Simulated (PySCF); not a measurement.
Ir²⁺ (iridium, charge +2) across methods

[Xe] 4f14 5d6 6p1, one real determinant (an excited configuration). Computed with PySCF 2.14 in aug-cc-pVTZ-PP with one added diffuse shell each of s, p, d, f, g type with ECP60MDF (7s7p6d4f3g, 113 functions), with scalar relativity through the core potential. The B2PLYP total includes its PT2 part (frozen core); its orbital energies are those of the SCF part.

```csv
method,E (hartree),mean ε 5d α (eV),mean ε 5d β (eV),mean ε 6p α (eV),Σ⟨r²⟩ (bohr²),⟨S²⟩
PBE,-103.1151,-29.420,-26.776,-16.672,38.75,8.751
B2PLYP,-102.8926,-32.955,-29.895,-17.825,38.94,8.752
LDA,-102.8708,-29.482,-26.765,-16.834,38.85,8.751
PBE0,-103.0885,-31.297,-28.412,-17.343,38.74,8.751
UHF,-102.44854,-36.113,-32.213,-18.933,39.18,8.753
M06-2X,-102.9697,-32.962,-30.380,-18.344,38.65,8.752
LC-wPBE,-103.1179,-34.068,-31.364,-19.507,38.60,8.751
r2SCAN,-103.1382,-29.964,-26.912,-16.791,38.62,8.752
```

⟨L²⟩ = 8.02 against 12 for a pure F term, so this real determinant mixes terms. Energies and moments cover only the electrons outside the core potential. Spin-orbit coupling, absent here, splits the open shell strongly.
